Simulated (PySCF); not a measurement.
BeCl2, triplet, at a GFN2-xTB geometry (such geometries of metal compounds can be far from the true shape) (a higher spin typed on purpose: for a closed-shell molecule this is an excited state). Base run: BLYP/3-21G in PySCF.

Input for PySCF:
```python
from pyscf import gto, scf, dft

mol = gto.Mole()
mol.atom = '''
    Be    0.85852233   -0.70764012    0.71422992
    Cl    0.82809637    0.31174954   -0.97443787
    Cl   -1.03010162   -0.14524598    0.80638377
'''
mol.basis = '3-21g'
mol.spin = 2
mol.verbose = 4
mol.build()

mf = dft.UKS(mol)
mf.xc = 'blyp'
mf.kernel()
mf.analyze()
```

The base run was repeated with changes; each row names its change, and settings that it needs were set with it.

| change | ΔE vs base (µEh) | grid points | electrons on the grid |
|---|---|---|---|
| base | 0.0 | 51488 | 37.99999 |
| grids.atom_grid = (30, 110) | 942 | 7296 | 38.00025 |
| grids.atom_grid = (75, 302) | -1.0 | 41024 | 38.00000 |
| grids.radi_method = delley | 0.5 | 52232 | 37.99999 |
| grids.atom_grid = (50, 194) | 12.4 | 19048 | 37.99999 |
| grids.atom_grid = (99, 590) | 6.4 | 90456 | 38.00000 |
| grids.radi_method = gauss_chebyshev | -0.9 | 50048 | 37.99999 |
| grids.prune = off | 0.1 | 92096 | 37.99999 |
| grids.becke_scheme = stratmann | -1.7 | 51488 | 38.00000 |
| grids.level = 7 | 6.6 | 254680 | 38.00000 |
| grids.level = 5 | 6.8 | 128216 | 38.00000 |

Open shells are given as the SCF converged; they aren't shown to be the lowest states, and a large step between rows can be another state.
